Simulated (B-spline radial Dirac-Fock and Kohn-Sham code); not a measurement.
# How the binding energies of Lu³⁺ add up

System: the Lu³⁺ ion, configuration [Xe] 4f12 5d2 (not the ground configuration); nuclear rms radius 5.37 fm (A = 175).

Model: Dirac-Fock ΔSCF + Breit + QED. Program: a B-spline atomic structure program. Correlation and solid-state effects are left out. Energies are counted from the vacuum level.

All terms are in eV, carry their sign (relaxation lowers the binding energy) and add up to the binding energy; ⟨r⟩ is the mean radius of the orbital in the initial state.

```
  subshell  −ε (Koopmans)  relaxation    Gaunt  retardation      QED  binding energy  ⟨r⟩ (bohr)
    K (1s)        63753.8      -84.46  -219.56        19.75  -104.33         63365.2       0.019
   L1 (2s)        11021.0      -49.77   -23.52         1.63   -14.92         10934.4       0.081
L2 (2p1/2)        10496.7      -54.11   -40.67         4.40     0.19         10406.5       0.067
L3 (2p3/2)         9376.8      -51.35   -28.19         5.86    -1.34          9301.8       0.075
   M1 (3s)         2592.9      -27.46    -4.11         0.24    -3.41          2558.2       0.212
M2 (3p1/2)         2361.7      -28.39    -7.37         0.71    -0.03          2326.6       0.202
M3 (3p3/2)         2118.9      -26.97    -4.84         1.07    -0.33          2087.9       0.216
M4 (3d3/2)         1731.9      -29.50    -3.06         0.26     0.27          1699.8       0.190
M5 (3d5/2)         1679.5      -28.98    -2.02         0.28     0.12          1648.9       0.194
   N1 (4s)          582.9      -10.88    -0.82         0.05    -0.81           570.4       0.477
N2 (4p1/2)          487.3      -10.66    -1.49         0.15     0.00           475.3       0.485
N3 (4p3/2)          431.1       -9.70    -0.89         0.23    -0.06           420.6       0.515
N4 (4d3/2)          273.1       -9.24    -0.38         0.03     0.06           263.6       0.538
N5 (4d5/2)          262.6       -8.92    -0.17         0.03     0.03           253.6       0.549
 N6,7 (4f)          67.27       -7.32     0.18        -0.03     0.03           60.13       0.654
   O1 (5s)          110.2       -1.79    -0.11         0.00    -0.14           108.2       1.151
O2 (5p1/2)          79.51       -1.52    -0.18         0.02     0.01           77.82       1.261
O3 (5p3/2)          71.16       -1.27    -0.09         0.03     0.00           69.82       1.350
 O4,5 (5d)          34.24       -0.46     0.01         0.00     0.01           33.79       1.888
```

For the deepest level, K (1s), the Breit terms make up -0.315 % of the binding energy, QED -0.165 % and orbital relaxation -0.133 %.

Spin-orbit splittings: 2p 1104.7 eV, 3p 238.8 eV, 3d 50.96 eV, 4p 54.66 eV, 4d 10.02 eV, 5p 8.01 eV.

Values without a named source are computed, but for edge energies of neutral atoms, which are taken from tables.
